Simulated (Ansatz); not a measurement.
Species: phosphanylphosphane, P2H4, net charge 0, singlet state. 
Geometry from a B3LYP-D3(BJ)/def2-TZVP (Ansatz, a program for electronic structure) optimisation:
```
P
H 1 1.4206
H 1 1.4206 2 92.33
P 1 2.2503 2 93.65 3 -93.89
H 4 1.4206 1 93.65 2 -86.71
H 4 1.4206 5 92.33 1 93.89
```

Basis-set convergence of Hartree-Fock and MP2 correlation energies (hartree) with Ansatz. Valence correlation only, unless marked. Spin-orbit coupling is left out. Non-relativistic.

```json
[
 {"basis": "cc-pV(D+d)Z", "functions": "66", "E(HF)": "-683.80319", "E(corr, MP2)": "-0.25186"},
 {"basis": "cc-pV(T+d)Z", "functions": "134", "E(HF)": "-683.82947", "E(corr, MP2)": "-0.31940"},
 {"basis": "cc-pV(Q+d)Z", "functions": "248", "E(HF)": "-683.83619", "E(corr, MP2)": "-0.34340"}
]
```

Extrapolating the two largest sets (X = 3 and 4) as X^-3: E(corr) = (64·(-0.34340) - 27·(-0.31940))/37 = -0.3609 Eh, an estimate of the basis-set limit. The largest set recovers 95.1 % of it, the smallest 69.8 %.
